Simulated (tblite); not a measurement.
Parent: `[CH3:1][S:2][Si@@H:3]1[NH:4][CH2:5][CH2:6][SiH2:7]1` with C1–S2–Si3–N4 177°, S2–Si3–N4–C5 -152°, Si3–N4–C5–C6 50°, N4–C5–C6–Si7 -45°, C5–C6–Si7–Si3 23°, C3H11NSSi2.

The geometries are computed with GFN2-xTB (gas phase). One conformer each, not checked by frequencies here.

| coordinate of the parent | value |
| --- | --- |
| C1–S2 | 1.815 Å |
| S2–Si3 | 2.152 Å |
| Si3–N4 | 1.712 Å |
| N4–C5 | 1.448 Å |
| C5–C6 | 1.530 Å |
| C6–Si7 | 1.913 Å |
| Si3–Si7 | 2.306 Å |
| C1–S2–Si3 | 97.1° |
| S2–Si3–N4 | 106.3° |
| S2–Si3–Si7 | 122.3° |
| N4–Si3–Si7 | 92.6° |
| Si3–N4–C5 | 117.5° |
| N4–C5–C6 | 110.0° |
| C5–C6–Si7 | 108.6° |
| Si3–Si7–C6 | 91.5° |

Question: How does the shared frame change in `[CH3:1][S:2][Si@@H:3]1[NH:4][CH2:5][CH2:6][Si@@H:7]1[SH:8]` with C1–S2–Si3–N4 -73°, C6–Si7–S8–H -112°, S2–Si3–N4–C5 -104°, Si3–N4–C5–C6 -38°, N4–C5–C6–Si7 43°, C5–C6–Si7–S8 90°, C3H11NS2Si2? Atoms pair as C1 = C1, S2 = S2, Si3 = Si3, N4 = N4, C5 = C5, C6 = C6, Si7 = Si7 (parent first).

Answer: 
| parent | relative | value in the relative | change |
| --- | --- | --- | --- |
| C1–S2 | C1–S2 | 1.814 Å | -0.001 |
| S2–Si3 | S2–Si3 | 2.172 Å | +0.020 |
| Si3–N4 | Si3–N4 | 1.718 Å | +0.006 |
| N4–C5 | N4–C5 | 1.457 Å | +0.009 |
| C5–C6 | C5–C6 | 1.528 Å | -0.002 |
| C6–Si7 | C6–Si7 | 1.911 Å | -0.002 |
| Si3–Si7 | Si3–Si7 | 2.291 Å | -0.015 |
| C1–S2–Si3 | C1–S2–Si3 | 99.9° | +2.8 |
| S2–Si3–N4 | S2–Si3–N4 | 116.3° | +10.0 |
| S2–Si3–Si7 | S2–Si3–Si7 | 113.5° | -8.8 |
| N4–Si3–Si7 | N4–Si3–Si7 | 92.7° | +0.1 |
| Si3–N4–C5 | Si3–N4–C5 | 120.8° | +3.3 |
| N4–C5–C6 | N4–C5–C6 | 110.6° | +0.6 |
| C5–C6–Si7 | C5–C6–Si7 | 108.5° | -0.1 |
| Si3–Si7–C6 | Si3–Si7–C6 | 91.7° | +0.2 |

Of the parent's bonds, S2–Si3 changes most (+0.020 Å). Bonds of the relative outside the shared frame: Si7–S8 2.159 Å. Point group C1 → C1.

Question: How does the shared frame change in `[CH2:1]=[N:2][Si@@H:3]1[CH2:4][CH2:5][NH:6][Si@H:7]1[S:8][CH3:9]` with C1–N2–Si3–C4 -135°, N6–Si7–S8–C9 -174°, N2–Si3–C4–C5 -145°, Si3–C4–C5–N6 44°, C4–C5–N6–Si7 -26°, C5–N6–Si7–S8 -124°, C4H12N2SSi2? Atoms pair as C1 = C9, S2 = S8, Si3 = Si7, N4 = N6, C5 = C5, C6 = C4, Si7 = Si3 (parent first).

Answer: 
```csv
parent,relative,value in the relative,change
C1–S2,C9–S8,1.817 Å,+0.002
S2–Si3,S8–Si7,2.164 Å,+0.012
Si3–N4,Si7–N6,1.711 Å,-0.001
N4–C5,N6–C5,1.450 Å,+0.002
C5–C6,C5–C4,1.523 Å,-0.007
C6–Si7,C4–Si3,1.907 Å,-0.006
Si3–Si7,Si7–Si3,2.298 Å,-0.008
C1–S2–Si3,C9–S8–Si7,98.5°,+1.4
S2–Si3–N4,S8–Si7–N6,108.5°,+2.2
S2–Si3–Si7,S8–Si7–Si3,119.8°,-2.5
N4–Si3–Si7,N6–Si7–Si3,92.3°,-0.3
Si3–N4–C5,Si7–N6–C5,121.9°,+4.4
N4–C5–C6,N6–C5–C4,111.2°,+1.2
C5–C6–Si7,C5–C4–Si3,107.8°,-0.8
Si3–Si7–C6,Si7–Si3–C4,89.7°,-1.8
```

Of the parent's bonds, S2–Si3 changes most (+0.012 Å). Bonds of the relative outside the shared frame: C1=N2 1.251, N2–Si3 1.710 Å. Point group C1 → C1.

Question: How does the shared frame change in `[CH3:1][CH2:2][Si@@H:3]1[CH2:4][CH2:5][NH:6][Si@@H:7]1[S:8][CH3:9]` with C1–C2–Si3–C4 179°, N6–Si7–S8–C9 171°, C2–Si3–C4–C5 -147°, Si3–C4–C5–N6 45°, C4–C5–N6–Si7 -51°, C5–N6–Si7–S8 154°, C5H15NSSi2? Atoms pair as C1 = C9, S2 = S8, Si3 = Si7, N4 = N6, C5 = C5, C6 = C4, Si7 = Si3 (parent first).

Answer: 
```csv
parent,relative,value in the relative,change
C1–S2,C9–S8,1.815 Å,0.000
S2–Si3,S8–Si7,2.156 Å,+0.004
Si3–N4,Si7–N6,1.712 Å,0.000
N4–C5,N6–C5,1.448 Å,0.000
C5–C6,C5–C4,1.528 Å,-0.002
C6–Si7,C4–Si3,1.914 Å,+0.001
Si3–Si7,Si7–Si3,2.309 Å,+0.003
C1–S2–Si3,C9–S8–Si7,98.1°,+1.0
S2–Si3–N4,S8–Si7–N6,105.4°,-0.9
S2–Si3–Si7,S8–Si7–Si3,123.9°,+1.6
N4–Si3–Si7,N6–Si7–Si3,92.0°,-0.6
Si3–N4–C5,Si7–N6–C5,117.8°,+0.3
N4–C5–C6,N6–C5–C4,110.2°,+0.2
C5–C6–Si7,C5–C4–Si3,108.2°,-0.4
Si3–Si7–C6,Si7–Si3–C4,91.9°,+0.4
```

Of the parent's bonds, S2–Si3 and Si3–Si7 change most and about equally (+0.003 to +0.004 Å). Bonds of the relative outside the shared frame: C1–C2 1.523, C2–Si3 1.907 Å. Point group C1 → C1.
